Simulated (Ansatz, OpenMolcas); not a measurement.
GeSiH5Cl (SMILES [SiH3][GeH2][Cl]): methods side by side

GeSiH5Cl has 8 atoms, charge 0, and is taken as a singlet. SMILES: `[SiH3][GeH2][Cl]`. Geometry: relaxed at PBE0-D4/def2-TZVP.

```xyz
8

Si   -0.8636    0.8273   -0.3025
Ge    0.7383   -0.8820    0.1184
Cl    1.9631   -0.1837    1.7662
H    -1.7449    0.4162   -1.4273
H    -0.1498    2.0787   -0.6589
H    -1.6785    1.0356    0.9202
H     1.7031   -1.1352   -1.0512
H     0.1246   -2.2139    0.5792
```

Each level gives the HOMO–LUMO gap (eV). The values are calculated.

```
             level                    kind     program  value (eV)  CPU time
       HF/def2-SVP            Hartree–Fock  OpenMolcas       13.77      12 s
    SVWN5/def2-SVP                     LDA  OpenMolcas        5.32      26 s
    M06-L/def2-SVP                meta-GGA  OpenMolcas        6.20      73 s
     TPSS/def2-SVP                meta-GGA  OpenMolcas        5.77      67 s
   M06-2X/def2-SVP         hybrid meta-GGA  OpenMolcas        9.61      67 s
  r2SCAN0/def2-SVP         hybrid meta-GGA      Ansatz        7.90     6.7 s
CAM-B3LYP/def2-SVP  range-separated hybrid      Ansatz        9.96       4 s
    HSE06/def2-SVP  range-separated hybrid      Ansatz        6.81     3.6 s
```

All-electron rows without a relativistic Hamiltonian named are non-relativistic. The values span 5.32 to 13.77 eV. Orbital gaps aren't excitation energies; they tend to grow with the share of exact exchange. Times are those of the runs behind each value, whatever else they computed, on shared processors of several kinds: orders of magnitude only.
